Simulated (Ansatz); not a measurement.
`[SiH3][Ga]1[O][SiH2][S]1` + `[OH][GeH2][F]` → `[F][GeH2][O][SiH3]` + `[O]1[SiH2][S][GaH]1` at 600 K and 1 bar (cleavage of the Si–Ga bond).

Computed with Ansatz on PBE0-D4/def2-TZVP structures; ΔE is electronic, products minus reactants. CBS: MP2 limit from def2 TZ/QZ plus the TZ coupled-cluster correction, frozen cores. For Ga, Ge outer-core shells are correlated without core-valence functions, which leaves a few kJ/mol of doubt a bond. Scalar relativity is left out up to krypton. One conformer a species, not always the lowest.

```
                   species  CCSD(T)/CBS energy (Eh)  H − E (kJ/mol)  S (J/(mol·K))
`[SiH3][Ga]1[O][SiH2][S]1`              -2978.18639           198.6          503.4
           `[OH][GeH2][F]`              -2252.93819           124.2          350.1
      `[F][GeH2][O][SiH3]`              -2543.25592           184.5          446.6
     `[O]1[SiH2][S][GaH]1`              -2687.89394           130.2          392.8
```

H − E and S are ideal-gas, rigid-rotor, harmonic terms from PBE0-D4/def2-TZVP, for one conformer and one mirror image of each species. 1 Eh = 2625.50 kJ/mol, R = 8.31446 J/(mol·K).

Question: By hand: ΔE, ΔH, ΔS and ΔG.

Answer: ΔE = (-2543.25592) + (-2687.89394) − (-2978.18639) − (-2252.93819) = -0.02528 Eh = -66.4 kJ/mol. Δ(H − E) = 184.5 + 130.2 − 198.6 − 124.2 = -8.1, so ΔH = -74.5 kJ/mol. ΔS = 446.6 + 392.8 − 503.4 − 350.1 = -14.1 J/(mol·K). ΔG = -74.5 − 600 × (-14.1)/1000 = -66.0 kJ/mol.

Question: By hand: the equilibrium constant, and the temperature at which ΔG would vanish if ΔH and ΔS stayed fixed.

Answer: log₁₀ K = −ΔG/(RT ln 10) = 5.7. ΔG = 0 at ΔH/ΔS = 5284 K, far beyond where these terms or the molecules hold.

The number of gas molecules stays the same, so ΔS is small and ΔH decides. A doubt of 5 kJ/mol in ΔE shifts log₁₀ K by 0.4 here. Other conformers and mirror images would add mixing entropy, several J/(mol·K) or more a flexible species. Modes under 60 cm⁻¹, often nearly free rotors, make the harmonic entropy too high. These are equilibria of isolated gas molecules and say nothing of rates. Largest T1 diagnostic: 0.015 (customary marks: 0.02 for closed shells, 0.045 for open ones).
